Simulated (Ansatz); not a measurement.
Ansatz (an electronic-structure program) input (CCSD(T)/cc-pV(D+d)Z):
A basis named .json is the Basis Set Exchange file of that set.

Ansatz 0.2 input:
```yaml
crystal:
  periodic: [false, false, false]
  atoms:
    - {symbol: N, position_ang: [1.82882248, -0.00119719, -0.28576416]}
    - {symbol: Si, position_ang: [0.23462471, 0.16125770, 0.17722499]}
    - {symbol: N, position_ang: [-0.01155904, 1.29884101, 1.38336735]}
    - {symbol: N, position_ang: [-0.26444209, -1.44481113, 1.08443676]}
    - {symbol: Cl, position_ang: [-1.02591592, 0.02389775, -1.40105992]}
    - {symbol: H, position_ang: [2.61071181, 0.24982181, 0.30011824]}
    - {symbol: H, position_ang: [2.10001571, -0.18958380, -1.23865532]}
    - {symbol: H, position_ang: [0.53698980, 2.14784251, 1.38332459]}
    - {symbol: H, position_ang: [-0.89933128, 1.44799365, 1.84094132]}
    - {symbol: H, position_ang: [-1.25213011, -1.46858187, 1.34564704]}
    - {symbol: H, position_ang: [-0.09376615, -2.25981179, 0.49221862]}
    - {symbol: H, position_ang: [0.28358568, -1.56137869, 1.93899443]}
basis:
  gaussian:
    orbitals: cc-pV_D+d_Z.json
total_charge: 1
magnetization: {spin_polarized: false}
correlation: {method: ccsd_t, electrons: outside_noble_gas}
```

End of the output:

```
integrals: 0.24 GiB planned
1200 factors; integrals over basis functions are off by at most 1.4e-3 eV
0.76 GiB of device memory are held for the factors and their scratch space
mean field: 0.71 GiB planned
mean field evaluation 1: about -24914.6038 eV, gradient 5.5e1 eV
mean field evaluation 2: about -24914.6876 eV, gradient 5.5e1 eV
mean field evaluation 4: about -24920.7382 eV, gradient 3.3e0 eV
mean field evaluation 8: about -24920.7826 eV, gradient 1.7e-1 eV
mean field evaluation 16: about -24919.2864 eV, gradient 2.6e1 eV
mean field -24920.78270817 eV, -915.8218726122 hartree, gradient 1.3e-6 eV, S^2 0.000000; 0 other end points of the search recorded, 0 dependent functions left out
13 core orbitals not correlated
reference -24920.78270817 eV, -915.8218726122 hartree; 16, 16 occupied and 94, 94 virtual orbitals, 1200 factors
second order -20.29763493 eV of doubles, -0.00000000 eV of singles
coupled cluster: 2.86 GiB planned
cycle   1  -21.15624656 eV  change   -8.6e-1 eV  update   8.3e-2
cycle   2  -21.58974956 eV  change   -4.3e-1 eV  update   2.4e-2
cycle   3  -21.67705029 eV  change   -8.7e-2 eV  update   1.1e-2
cycle   4  -21.67433013 eV  change    2.7e-3 eV  update   2.5e-3
cycle   5  -21.67431524 eV  change    1.5e-5 eV  update   9.4e-4
cycle   6  -21.67430208 eV  change    1.3e-5 eV  update   2.9e-4
cycle   7  -21.67420222 eV  change    1.0e-4 eV  update   1.0e-4
cycle   8  -21.67418646 eV  change    1.6e-5 eV  update   3.0e-5
perturbative correction -0.53749666 eV, -0.0197526378 hartree
Total energy: -24942.99439129 eV, -916.6381369110 hartree
```

It need not be the lowest isomer of its formula.
